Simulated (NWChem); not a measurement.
A series in which one site is exchanged, each optimised at B3LYP/6-31G* with NWChem, gas phase unless a solvent is named. Pople sets run with spherical d functions. This build's default masses of Se (78.918 u) and Br (79.917 u) are each other's, which moves their modes by up to 0.6 %.

A: C(#[N]->[Cu][F])C (C2H3CuFN; site = F)
B: CC#[N]->[CuH] (C$_{2}$H$_{4}$CuN; site = H)
C: CC#[N]->[Cu][Cl] (C2H3ClCuN; site = Cl)
D: CC#[N]->[Cu][Br] (C2H3BrCuN; site = Br)

Problem. Rank them by static polarisability, B3LYP/def2-SVPD (bohr³), lowest first.

Solution. A (56.3), B (65.2), C (73.8), D (84.1)
